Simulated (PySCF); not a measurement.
PySCF input:

```python
from pyscf import gto, scf, dft

mol = gto.M(
    atom='''
    Mg   -0.00000000   -0.00000000   -0.75868323
    F     0.00000000    0.00000000    1.01157765
    ''',
    basis='def2-tzvpd',
    charge=0,
    spin=1,
    symmetry='C2v',
    verbose=4,
)

mf = dft.UKS(mol, xc='tpss').density_fit(auxbasis='def2-universal-jkfit')
mf.grids.level = 3
mf.conv_tol = 1e-9
mf.max_cycle = 100
mf.max_memory = 1500
mf.kernel()
if not mf.converged:
    mf = mf.newton()
    mf.kernel(mf.make_rdm1())
mf.analyze()
```

Task: Which total energy does the run end on?

Result: -300.02456 Eh (TPSS/def2-TZVPD).
